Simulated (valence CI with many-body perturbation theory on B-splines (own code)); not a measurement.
Results of a calculation; reference values are marked as such.
Tl42+: what each term of the Hamiltonian does

Method: relativistic CI+MBPT: three valence electrons over a frozen Dirac-Fock core [Kr], radial functions for each j: 9 s, 9 p, 10 d, 8 f, 5 g, 3 h, 1 i, with the one-electron correlation potential Σ1 (screened to all orders), the two-electron term Σ2, the three-electron term Σ3, Breit, model QED; selected single and double excitations, second order for the rest (own B-spline code, finite nucleus).

No measured spectrum was set against this ion. As an estimate, large intervals hold to a few tenths of a per cent, small ones and those within an open d or f shell to about a per cent. Only levels of the ground parity were solved; by the run's estimate the other parity begins above the list, which can be wrong where configurations are misplaced.

Each rung adds one term. CI alone is the Dirac-Coulomb CI over the frozen core; QED comes last and gives the full result, which names the levels. Energies are above (4d3/2^3) J=3/2 on the same rung, in cm⁻¹.

Levels are named by their leading jj configuration (3d3/2^4 stands for four electrons in 3d with j = 3/2), which in mixed levels can hold well under half, so a name can repeat and another be missing. Letters in brackets count levels of one name in rising energy.

```csv
Level,CI alone
(4d3/2^2 4d5/2) J=5/2 [a],214036
(4d3/2^2 4d5/2) J=3/2,235103
(4d3/2^2 4d5/2) J=7/2,254410
(4d3/2^2 4d5/2) J=9/2,256875
(4d3/2^2 4d5/2) J=1/2,255036
(4d3/2^2 4d5/2) J=5/2 [b],336532
(4d3/2 4d5/2^2) J=7/2 [a],461255
(4d3/2 4d5/2^2) J=9/2,480750
(4d3/2 4d5/2^2) J=3/2 [a],493039
(4d3/2 4d5/2^2) J=1/2,503950
(4d3/2 4d5/2^2) J=5/2 [a],510811
(4d3/2 4d5/2^2) J=11/2,518505
(4d3/2 4d5/2^2) J=5/2 [b],542821
(4d3/2 4d5/2^2) J=7/2 [b],547359
(4d3/2 4d5/2^2) J=3/2 [b],611238
(4d5/2^3) J=9/2,725180
```

Q: What do these energies become with core correlation, Breit and QED?

A: (4d3/2^2 4d5/2) J=5/2 [a] 211457 (-2579); (4d3/2^2 4d5/2) J=3/2 232282 (-2821); (4d3/2^2 4d5/2) J=7/2 248511 (-5899); (4d3/2^2 4d5/2) J=9/2 249761 (-7114); (4d3/2^2 4d5/2) J=1/2 251466 (-3569); (4d3/2^2 4d5/2) J=5/2 [b] 330750 (-5782); (4d3/2 4d5/2^2) J=7/2 [a] 455299 (-5956); (4d3/2 4d5/2^2) J=9/2 472820 (-7930); (4d3/2 4d5/2^2) J=3/2 [a] 487894 (-5145); (4d3/2 4d5/2^2) J=1/2 498528 (-5422); (4d3/2 4d5/2^2) J=5/2 [a] 502696 (-8115); (4d3/2 4d5/2^2) J=11/2 507189 (-11316); (4d3/2 4d5/2^2) J=5/2 [b] 533815 (-9006); (4d3/2 4d5/2^2) J=7/2 [b] 536842 (-10517); (4d3/2 4d5/2^2) J=3/2 [b] 605102 (-6136); (4d5/2^3) J=9/2 715487 (-9693).

Q: How does the ionisation energy move along the ladder, and which term matters most?

A: CI alone 2073.0, + Σ1 2076.0, + Σ2 2077.7, + Σ3 2077.7, + Breit 2076.2, + QED 2076.3 eV. The largest step is Σ1, 2.9 eV. NIST lists 2075 ± 4 eV (theoretical).
